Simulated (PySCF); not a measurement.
Species: W(CH)(OMe)3, C4H10O3W (singlet state).
Bonds: W1–C2, W1–O4, W1–O9, W1–O14, O4–C5, O9–C10, O14–C15. Hydrogens: H3 on C2; H6, H7, H8 on C5; H11, H12, H13 on C10; H16, H17, H18 on C15.

Method used: PBE0-D3(BJ)/def2-SVP geometry optimisation, gas phase, def2 core potentials past Kr in PySCF 2.14.0.

Question: Give the optimised bond lengths and angles.

Answer: 
| bond | length (Å) |
| --- | --- |
| W1–C2 | 1.751 |
| W1–O4, W1–O9, W1–O14 | 1.884 |
| C2–H3 | 1.094 |
| O4–C5, O9–C10, O14–C15 | 1.396 |
| C5–H6 and 8 like bonds | 1.103 |

Bonds in one row agree within 0.01 Å and their mean is given. A selection of angles:
| angle | degrees |
| --- | --- |
| C2–W1–O4 | 104.9 |
| O4–W1–O9 | 113.8 |
| W1–O4–C5 | 137.6 |

Dihedral angles: C2–W1–O4–C5 2° (synperiplanar); C2–W1–O9–C10 1° (synperiplanar); C2–W1–O14–C15 -1° (synperiplanar). The mirror-image conformer, all signs reversed, is as good.

All 3 O–W bonds measure 1.884 to 1.885 Å. All 3 C–O bonds measure 1.396 Å. Of the pairs four or more bonds apart, C2···H16 is among the closest relative to their van der Waals radii: 2.98 Å, 103 % of the sum of Bondi's values. W1 (tungsten bonded to C and 3 O) is distorted tetrahedral (angles from 104.8° to 113.8°).

Not checked by PBE0-D3(BJ)/def2-SVP frequencies.

Time: 7.4 min of wall time; peak memory 0.75 GiB. Hardware: Intel Xeon at 2.50 GHz, one thread, on a shared host. These figures are those of the optimisation.
